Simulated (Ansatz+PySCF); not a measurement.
Values are calculated unless marked as measured or tabulated.
**Several solutions for singlet H₂**

```xyz
2

H     0.0000    0.0000   -0.7609
H     0.0000    0.0000    0.7609
```

Basis set: cc-pVDZ (spherical functions). Charge 0, multiplicity 1.

UHF was run from several starts with Ansatz (development build ahead of 0.2.0) and PySCF 2.14.0.

```json
{"run": "A", "program": "PySCF", "start": "guess minao, instabilities followed", "converged": "yes", "energy (hartree)": "-1.01976", "<S²>": "0.61"}
{"run": "B", "program": "PySCF", "start": "program defaults", "converged": "yes", "energy (hartree)": "-0.99817", "<S²>": "0.00"}
{"run": "C", "program": "PySCF", "start": "guess huckel, instabilities followed", "converged": "yes", "energy (hartree)": "-1.01976", "<S²>": "0.61"}
{"run": "D", "program": "PySCF", "start": "guess 1e, instabilities followed", "converged": "yes", "energy (hartree)": "-1.01976", "<S²>": "0.61"}
{"run": "E", "program": "PySCF", "start": "guess atom, instabilities followed", "converged": "yes", "energy (hartree)": "-1.01976", "<S²>": "0.61"}
{"run": "F", "program": "Ansatz", "start": "search for the lowest state", "converged": "yes", "energy (hartree)": "-1.01976", "<S²>": "0.61"}
{"run": "G", "program": "Ansatz", "start": "stability test followed", "converged": "yes", "energy (hartree)": "-1.01976", "<S²>": "0.61"}
{"run": "H", "program": "Ansatz", "start": "atomic start, no search", "converged": "yes", "energy (hartree)": "-0.99817", "<S²>": "0.00"}
```

(1) Which runs reached the lowest solution of this kind, and what is wrong with the others?

## Answers

(1) A, C, D, E, F, G reached the lowest solution found. Converged but too high: B by 0.59 eV, H by 0.59 eV. Convergence only shows a stationary point, and even a stable one can lie too high; stability tests and further starts are what find lower ones. Caution: the unrestricted determinant is spin contaminated. Caution: the determinant breaks the point group.
